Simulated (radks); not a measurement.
Values are calculated unless marked as measured or tabulated.
Problem. Species: Ce+. Configuration: [Xe] 5d3 (not the ground configuration). Level of theory: Dirac Kohn-Sham, PBE, spin-unpolarised, spherical densities, finite nucleus; open shells fill j = l - 1/2 first; Fermi nuclear charge, rms radius 4.8771 fm (a radial shooting solver on a logarithmic mesh with Libxc functionals).

Spin-orbit splittings of the eigenvalues, e(l+1/2) - e(l-1/2), with zeta = 2 splitting/(2l+1) and mean radii in bohr:

| shell | occ. | splitting (eV) | zeta (eV) | <r> j=l-1/2 | <r> j=l+1/2 |
|---|---|---|---|---|---|
| 2p | 6 | 446.5 | 297.7 | 0.08795 | 0.09416 |
| 3p | 6 | ? | ? | 0.2681 | 0.2803 |
| 3d | 10 | 18.83 | 7.530 | 0.2514 | 0.2552 |
| 4p | 6 | 19.02 | 12.68 | 0.6537 | 0.6804 |
| 4d | 10 | 3.364 | 1.346 | 0.7324 | 0.7417 |
| 5p | 6 | 2.916 | 1.944 | 1.667 | 1.746 |
| 5d | 3 | 0.2509 | 0.1003 | 2.614 | 2.664 |

Estimate the 3p splitting.

Solution. 87.72 eV (zeta = 58.48 eV).
